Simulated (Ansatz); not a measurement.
Total energies of Ga₅P₄I₃ from Ansatz at PBE-D4/def2-SVP, gas phase (1 Eh = 27.2114 eV = 2625.5 kJ/mol). The reference geometry is relaxed at PBE-D4/def2-SVP.

Cartesian coordinates in Å:
```
P -0.969 -0.960 -2.068
P -3.183 1.022 1.146
P 1.745 -1.941 1.273
P 0.948 2.261 -0.027
Ga 0.168 -1.916 -0.272
Ga -2.408 -0.618 -0.216
Ga 0.554 0.816 -1.839
Ga -1.177 1.768 0.625
Ga 1.695 0.331 1.252
I -2.464 -3.155 0.534
I 2.270 0.981 -3.666
I 2.822 1.410 3.258
```

```json
{"state": "charge 0 singlet", "geometry": "reference", "energy (Eh)": "-11879.46606"}
{"state": "charge 1 doublet", "geometry": "reference", "energy (Eh)": "-11879.19277"}
{"state": "charge 1 doublet", "geometry": "relaxed at PBE-D4/def2-SVP", "energy (Eh)": "-11879.20688"}
{"state": "charge -1 doublet", "geometry": "reference", "energy (Eh)": "-11879.55168"}
{"state": "free P atom (quartet)", "geometry": "–", "energy (Eh)": "-340.98790"}
{"state": "free Ga atom (doublet)", "geometry": "–", "energy (Eh)": "-1924.26790"}
{"state": "free I atom (doublet)", "geometry": "–", "energy (Eh)": "-297.65577"}
```

In the def2 sets I takes a core potential; there is no spin–orbit coupling.

(1) Work out the vertical ionisation energy to the doublet.

(2) Work out the vertical electron affinity, to the doublet.

(3) Give the fundamental gap IE − EA, the Mulliken electronegativity (IE + EA)/2 and the hardness (IE − EA)/2.

(4) How much does the charge 1 doublet relax, and what is the adiabatic ionisation energy?

(5) What is the binding energy per atom against free atoms?

(1) E(charge 1 doublet) − E(charge 0 singlet) = -11879.19277 − (-11879.46606) = 0.27329 Eh = 7.44 eV. For comparison, −ε of the highest occupied level is 5.58 eV at this level, 1.86 eV less.

(2) E(charge 0 singlet) − E(charge -1 doublet) = -11879.46606 − (-11879.55168) = 0.08562 Eh = 2.33 eV. The basis lacks diffuse functions, which makes affinities too small.

(3) From the values in Eh: IE − EA = 0.27329 − 0.08562 = 0.18767 Eh = 5.11 eV; (IE + EA)/2 = 4.88 eV; (IE − EA)/2 = 2.55 eV. The HOMO–LUMO gap of the same run is 1.53 eV, 3.58 eV smaller than the fundamental gap.

(4) Relaxation: -11879.19277 − (-11879.20688) = 0.01411 Eh = 0.38 eV. Adiabatic ionisation energy: 0.25918 Eh = 7.05 eV, without zero-point energy. 

(5) Atoms: 4 × (-340.98790) + 5 × (-1924.26790) + 3 × (-297.65577) = -11878.25841 Eh. Binding: -11878.25841 − (-11879.46606) = 1.20765 Eh = 32.86 eV, or 2.74 eV for each of 12 atoms (no zero-point energy, no counterpoise term).
